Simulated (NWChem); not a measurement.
Species: C$_{4}$H$_{7}$F; SMILES C=C(F)CC

```xyz
12

C     -0.9856     1.5678    -0.1736
C     -0.0997     0.5870     0.0577
F      1.2189     0.8055    -0.1821
C     -0.3584    -0.8011     0.5585
C      0.1145    -1.8899    -0.4149
H     -0.6542     2.5473    -0.5455
H     -2.0541     1.3989     0.0125
H     -1.4412    -0.9019     0.7723
H      0.1720    -0.9211     1.5300
H      1.1947    -1.7769    -0.6327
H     -0.0459    -2.9000     0.0107
H     -0.4333    -1.8291    -1.3769
```
Atoms are numbered in this order, from 1.

All runs: NWChem. Pople sets run with spherical d functions. STO-3G and 3-21G are far too small for this property and stand as cheap habits. All runs use the structure optimised with PBE-D3(BJ)/def2-SVP. Field at 589 nm.

```tsv
level	isotropic polarisability (bohr³)	anisotropy (bohr³)
B3LYP/STO-3G	24.0	18.0
B3LYP/6-31G*	44.2	25.5
B3LYP/def2-SVP	(withheld)	(withheld)
B3LYP/def2-SVPD	54.9	23.2
```

**Question.** Fill in the missing entries.

**Answer.** 
- B3LYP/def2-SVP, isotropic polarisability (bohr³): 46.2
- B3LYP/def2-SVP, anisotropy (bohr³): 25.0
